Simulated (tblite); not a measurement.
C6H12O3.
Bonds: C1–O2, O2–C3, C3–O4 (double), C3–O5, O5–C6, C6–C7, C7–C8, C7–C9. Hydrogens: H10, H11, H12 on C1; H13, H14 on C6; H15 on C7; H16, H17, H18 on C8; H19, H20, H21 on C9.

The geometry is computed with GFN2-xTB (gas phase).

(1) Give the optimised bond lengths and angles.

Results:

(1) 
```tsv
bond	length (Å)
C1–O2	1.421
O2–C3	1.336
C3=O4	1.199
C3–O5	1.329
O5–C6	1.429
C6–C7	1.532
C7–C8, C7–C9	1.526
C1–H10, C1–H11, C1–H12	1.090
C6–H13, C6–H14	1.093
C7–H15	1.095
C8–H16 and 5 like bonds	1.087
```

Bonds in one row agree within 0.01 Å and their mean is given. A selection of angles:
```tsv
angle	degrees
C1–O2–C3	115.7
O2–C3–O4	125.2
O2–C3–O5	108.5
O4–C3–O5	126.3
C3–O5–C6	116.2
O5–C6–C7	112.0
C6–C7–C8	110.4
C8–C7–C9	111.2
```

Torsions: C1–O2–C3–O4 1° (synperiplanar); O2–C3–O5–C6 178° (antiperiplanar); C3–O5–C6–C7 -80° (synclinal); O5–C6–C7–C8 -61° (synclinal). The mirror-image conformer, all signs reversed, is as good.

Of the pairs four or more bonds apart, O4···H14 is among the closest relative to their van der Waals radii: 2.44 Å, 90 % of the sum of Bondi's values. The 5 C–O bonds span 1.199 Å (C3=O4, drawn double) to 1.429 Å (O5–C6, drawn single), a spread of 0.230 Å.

Point group: C1 (no symmetry element, even within 0.4 Å). Its GFN2-xTB frequencies are all real (lowest 43 cm⁻¹). The numbers are those of one conformer. 3 starts were optimised and ended at 0.00, 0.81 and 0.85 kcal/mol (GFN2-xTB); the lowest of these is shown.

Time: 0.8 s wall. Hardware: Arm Neoverse V1, one thread, shared host with 32 logical CPUs at a one-minute load of 3.2. These figures are those of the optimisation.
